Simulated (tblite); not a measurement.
C₆H₁₂N (doublet state).
Structure used (GFN2-xTB), in Å, numbered top down from 1:
```xyz
19
C6H12N angstrom
C     -0.4822   -1.6810    0.4849
C     -1.4137   -0.7666   -0.2210
C     -1.3379    0.7081    0.2309
C     -0.1886    1.4747   -0.4178
C      1.1953    1.0160    0.0345
C      1.5005   -0.4489   -0.3044
N      0.8620   -1.3410    0.6327
H     -0.8585   -2.3086    1.2760
H     -2.4275   -1.1355   -0.0569
H     -1.2348   -0.7888   -1.3038
H     -1.2381    0.7457    1.3171
H     -2.2748    1.2019   -0.0392
H     -0.2938    2.5364   -0.1785
H     -0.2618    1.3751   -1.5043
H      1.9469    1.6459   -0.4470
H      1.2887    1.1439    1.1148
H      2.5803   -0.6072   -0.2383
H      1.1919   -0.6541   -1.3397
H      1.4363   -2.1069    0.9526
```

All values are computed: GFN2-xTB (tblite) harmonic vibrations without scaling, gas phase. The method is semi-empirical: single wavenumbers can be off by several per cent or more. One conformer, not necessarily the lowest. Open shells enter through the occupations alone, without spin polarisation, and single modes of such species can be off by tens of per cent.

Harmonic wavenumbers (cm⁻¹): 112.9, 182.6, 276.6, 311.9, 324.6, 388.6, 428.0, 499.0, 542.8, 615.2, 805.2, 861.8, 870.1, 918.1, 935.3, 968.9, 989.4, 1065.5, 1077.0, 1103.3, 1135.4, 1169.2, 1215.8, 1223.5, 1245.3, 1260.9, 1265.7, 1316.3, 1334.0, 1339.1, 1351.1, 1361.7, 1366.8, 1441.3, 1465.7, 1472.7, 1482.1, 1484.7, 1499.5, 2863.2, 2883.2, 2952.5, 2955.6, 2958.4, 2966.6, 2975.2, 2985.3, 2989.1, 2990.5, 3079.3, 3411.0.

A = 3316, B = 3114, C = 1820 MHz; mass 98.097 u (most abundant isotopes); point group C1, symmetry number 1; spin multiplicity 2.

Problem. What is the zero-point energy?

Solution. ½Σν̃ = 37359 cm⁻¹ = 106.81 kcal/mol.

Problem. Give the ideal-gas entropy at 273.15 K and 1 bar in the rigid-rotor, harmonic-oscillator model (classical rotation).

Solution. Translation 39.25, rotation 26.98, vibration 13.07, spin (R ln 2) 1.38: S = 80.7 cal/(mol K).

Problem. And Cp and H(273.15 K) − H(0)?

Solution. Cp = 27.55 cal/(mol K), of which vibrations give 19.60 (their classical limit is 51 R = 101.3); H(273.15 K) − H(0) = 4.40 kcal/mol without the zero-point energy, 2.23 from vibrations.

Problem. How do the functions run with temperature in this model?

Solution. 
| T (K) | S (cal/(mol K)) | Cp (cal/(mol K)) | H − H(0) (kcal/mol) | G − H(0) (kcal/mol) | ln q(vib) |
| --- | --- | --- | --- | --- | --- |
| 50 | 54.5 | 9.2 | 0.41 | -2.31 | 0.05 |
| 100 | 61.9 | 12.7 | 0.96 | -5.23 | 0.34 |
| 298.15 | 83.2 | 30.0 | 5.12 | -19.69 | 2.86 |
| 373.15 | 90.8 | 37.7 | 7.66 | -26.21 | 4.08 |
| 500 | 103.5 | 49.6 | 13.22 | -38.54 | 6.35 |
| 750 | 127.2 | 66.9 | 27.95 | -67.43 | 11.18 |
| 1000 | 148.1 | 78.3 | 46.20 | -101.89 | 16.06 |

q(vib) and H(0) count from the zero-point level.

Problem. Blend soft modes into free rotors: weight 1/[1 + (100 cm⁻¹/ν̃)⁴] for the oscillator and the rest for a rotor with moment μB/(μ + B), μ = h/(8π²ν), B = 10⁻⁴⁴ kg m². What vibrational entropy results?

Solution. 12.95 cal/(mol K) in place of 13.07, which changes −T·S at 273.15 K by +0.04 kcal/mol.

Problem. What must be added to the electronic energy to get the Gibbs energy at 273.15 K and 1 bar?

Solution. ZPE + [H(273.15 K) − H(0)] − T·S = 106.81 + 4.40 − 22.04 = 89.17 kcal/mol.

Problem. Which modes carry the vibrational entropy at 273.15 K?

Solution. 112.9 cm⁻¹: 3.05; 182.6 cm⁻¹: 2.14; 276.6 cm⁻¹: 1.41; 311.9 cm⁻¹: 1.21; 324.6 cm⁻¹: 1.15; 388.6 cm⁻¹: 0.88 cal/(mol K); the other 45 give 3.24 together.

Hindered rotation and anharmonicity are outside this model. Other conformers, if any are populated, would add a mixing term that is left out. The structure is chiral; the term R ln 2 for an equal mix with its mirror image is left out.
